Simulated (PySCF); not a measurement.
**Atomic charges by several schemes**

Species: C9H7FO.
Z-matrix (Å and degrees, GFN2-xTB geometry), rows numbered from 1:
```
C 
C   1  1.3303
C   2  1.4588  1  126.25
C   3  1.3975  2  120.63  1    -0.34
C   4  1.3796  3  122.18  2  -179.94
C   5  1.3868  4  120.09  3     0.04
C   6  1.3780  5  119.32  4    -0.03
C   7  1.4003  6  121.33  5    -0.01
C   8  1.4627  3  122.51  2    -0.15
O   9  1.1866  8  131.93  3    -0.23
F   9  1.3760  8  111.48  3   179.83
H   1  1.0765  2  120.48  3   179.98
H   1  1.0769  2  124.08  3    -0.05
H   2  1.0784  1  118.09  3   179.97
H   4  1.0779  3  119.14  2     0.04
H   5  1.0798  4  119.79  3  -179.96
H   6  1.0789  5  120.56  4   179.99
H   7  1.0789  6  119.33  5   180.00
```

Density: PBE0/pcSseg-1 (PySCF); schemes: Mulliken, IAO, Hirshfeld and ESP-fitted. One conformer (not necessarily the lowest) at the GFN2-xTB geometry, without solvent, vibrations or thermal averaging. GFN2-xTB frequencies show an imaginary mode (109i cm⁻¹), so this geometry is no minimum at that level.

Q: For which atoms does the sign change between the 4 schemes (beyond +0.03 e in one, beyond −0.03 e in another)?

A: C3. Atomic charges aren't observables, and each scheme defines them in its own way.

Q: At which atom do the 4 schemes differ most?

A: At C9: from +0.232 (Hirshfeld) to +0.715 e (Mulliken), 0.483 e apart.

Q: Tabulate the Mulliken, IAO, Hirshfeld and ESP-fitted charges.

A: In e:

```csv
atom,environment,Mulliken,IAO,Hirshfeld,ESP-fitted
C1,terminal =CH2 carbon,-0.089,-0.288,-0.081,-0.349
C2,alkene CH carbon,-0.134,-0.153,-0.051,-0.282
C3,substituted aromatic carbon,-0.120,+0.030,+0.019,+0.242
C4,aromatic CH carbon,-0.060,-0.143,-0.040,-0.178
C5,aromatic CH carbon,-0.023,-0.122,-0.028,-0.149
C6,aromatic CH carbon,-0.049,-0.153,-0.043,-0.109
C7,aromatic CH carbon,+0.028,-0.121,-0.039,-0.180
C8,substituted aromatic carbon,-0.380,-0.093,-0.024,-0.172
C9,acyl halide carbon,+0.715,+0.598,+0.232,+0.704
O10,carbonyl oxygen,-0.362,-0.388,-0.206,-0.470
F11,acyl fluorine,-0.290,-0.301,-0.092,-0.263
H12,vinylic hydrogen,+0.127,+0.163,+0.055,+0.179
H13,vinylic hydrogen,+0.119,+0.141,+0.047,+0.168
H14,vinylic hydrogen,+0.135,+0.177,+0.034,+0.219
H15,aromatic hydrogen,+0.095,+0.154,+0.053,+0.161
H16,aromatic hydrogen,+0.095,+0.162,+0.059,+0.156
H17,aromatic hydrogen,+0.098,+0.162,+0.058,+0.143
H18,aromatic hydrogen,+0.095,+0.177,+0.048,+0.178
```

Mean size of the charges over all atoms: ESP-fitted 0.239 e, IAO 0.196 e, Mulliken 0.168 e, Hirshfeld 0.067 e. Each set sums to the total charge, 0, to within 0.001 e. The Mulliken scheme counts on each atom the diagonal of the density matrix times the overlap matrix over that atom's basis functions. The IAO scheme counts the electrons in orthogonalised intrinsic atomic orbitals, a minimal basis polarised so that it spans the occupied orbitals exactly.

Q: How closely do the schemes follow one another over all atoms?

A: Correlation coefficient and root-mean-square difference: IAO with Hirshfeld 0.97, 0.148 e; IAO with ESP-fitted 0.97, 0.075 e; Hirshfeld with ESP-fitted 0.95, 0.195 e; Mulliken with Hirshfeld 0.88, 0.164 e; Mulliken with IAO 0.88, 0.113 e; Mulliken with ESP-fitted 0.85, 0.146 e.

Q: How many electrons does the Mulliken scheme count on C8?

A: Z − q = 6 − (-0.380) = 6.380.

Q: Sum the charges by element, for elements with more than one atom.

A: 
| element | atoms | Mulliken | IAO | Hirshfeld | ESP-fitted |
| --- | --- | --- | --- | --- | --- |
| C | 9 | -0.113 | -0.445 | -0.055 | -0.473 |
| H | 7 | +0.765 | +1.135 | +0.354 | +1.205 |

These values come from a run that also computed NMR shieldings. Rough CPU time on one thread of a shared machine: about 1.9 min.
